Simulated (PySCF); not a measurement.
**Zr³⁶⁺ (zirconium, charge +36): Hartree-Fock from Schrödinger to Dirac-Coulomb-Breit**

Occupied: 1s1/2, 2s1/2. Hartree-Fock calculated with PySCF 2.14 in an even-tempered Gaussian basis (16 s from 5 bohr⁻², ratio 2.7; 12 p from 6 bohr⁻², ratio 2.7), Gaussian nucleus throughout. NR is non-relativistic, sf-X2C the spin-free one-electron X2C Hamiltonian, X2C adds the bare one-electron spin-orbit term, X2C-SNSO screens it by Boettger's factors, DC is four-component Dirac-Coulomb, and the Gaunt and Breit terms are added at first order (total energies over the DC spinors, levels after relaxing the spinors in that mean field). QED terms are absent. Levels marked empty are virtual spinors of this ion.

```json
{"Hamiltonian": "NR", "E (hartree)": "-1937.9120", "E − E(DC) (hartree)": "44.5283", "CPU seconds": "0.29"}
{"Hamiltonian": "sf-X2C", "E (hartree)": "-1981.9361", "E − E(DC) (hartree)": "0.5042", "CPU seconds": "0.16"}
{"Hamiltonian": "X2C", "E (hartree)": "-1981.9361", "E − E(DC) (hartree)": "0.5042", "CPU seconds": "0.16"}
{"Hamiltonian": "X2C-SNSO", "E (hartree)": "-1981.9361", "E − E(DC) (hartree)": "0.5042", "CPU seconds": "0.16"}
{"Hamiltonian": "DC", "E (hartree)": "-1982.4403", "E − E(DC) (hartree)": "0.0000", "CPU seconds": "3.1"}
{"Hamiltonian": "DC+Gaunt", "E (hartree)": "-1981.3940", "E − E(DC) (hartree)": "1.0463", "CPU seconds": "5.1"}
{"Hamiltonian": "DC+Breit", "E (hartree)": "-1981.4145", "E − E(DC) (hartree)": "1.0258", "CPU seconds": "44"}
```

Problem. Give the 2p spin-orbit interval with each Hamiltonian that has one.

Solution. X2C 104.7; X2C-SNSO 99.29; DC 100.1; DC+Gaunt 97.94; DC+Breit 97.94 (eV).

| level (eV) | NR | sf-X2C | X2C | X2C-SNSO | DC | DC+Gaunt | DC+Breit |
| --- | --- | --- | --- | --- | --- | --- | --- |
| 1s1/2 | -20675.9 | -21110.1 | -21110.1 | -21110.1 | -21122.3 | -21097.2 | -21097.4 |
| 2s1/2 | -4857.9 | -4986.8 | -4986.8 | -4986.8 | -4988.0 | -4985.3 | -4985.5 |
| 2p1/2 (empty) | -4635.1 | -4683.2 | -4754.6 | -4750.9 | -4751.9 | -4746.8 | -4747.6 |
| 2p3/2 (empty) | -4635.1 | -4683.2 | -4650.0 | -4651.6 | -4651.8 | -4648.9 | -4649.6 |
| 3s1/2 (empty) | -2040.4 | -2083.4 | -2083.4 | -2083.4 | -2083.7 | -2083.0 | -2083.1 |

Weight of the small component: 1s1/2 0.0214, 2s1/2 0.00498, 2p1/2 0.00488, 2p3/2 0.00477, 3s1/2 0.00208.

Koopmans' value for the highest occupied level at DC+Breit: 4985.5 eV, against an ionisation energy of 4991 ± 5 eV (semi-empirical (NIST evaluation); NIST Atomic Spectra Database, ionization energies); the former lacks relaxation, correlation, QED and recoil.

The whole ladder took 54 s of wall time on 1 thread of Neoverse-N1 (shared host), launched as `OMP_NUM_THREADS=1 python relrun2.py TASK.json OUT` (a driver that calls PySCF for each Hamiltonian).
